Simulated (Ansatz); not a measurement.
Cartesian coordinates in Å:
```
C 1.0576 -0.7119 0.4404
Mo -0.7060 0.0874 -0.3438
O -0.9984 1.7414 0.4459
S -0.3813 0.1552 -2.4127
S -2.1805 -1.3253 0.1370
H 0.9354 -0.7844 1.5250
H 1.2606 -1.7015 0.0296
H 1.8816 -0.0367 0.1938
H -0.8689 2.5758 -0.0152
```

The species carries charge 0 and has multiplicity 1. Mo: def2 effective core potential.

(1) List the PBE0/def2-TZVPP orbital energies in eV (Ansatz 0.2.0). (Best estimate.)

## Answers

(1) The calculation gave: Occupied: -2422.49, -2422.33, -523.93, -278.38, -217.84, -217.69, -161.61, -161.59, -161.55, -161.46, -161.42, -161.39, -73.06, -45.81, -45.58, -45.43, -28.35, -19.64, -19.07, -18.75, -15.13, -12.09, -12.06, -11.53, -10.97, -9.98, -9.58, -9.28, -8.78, -8.61, -8.03, -7.24. Lowest empty: -2.98, -2.93, -1.57, -1.31, -0.94, -0.07, 0.92, 1.33.
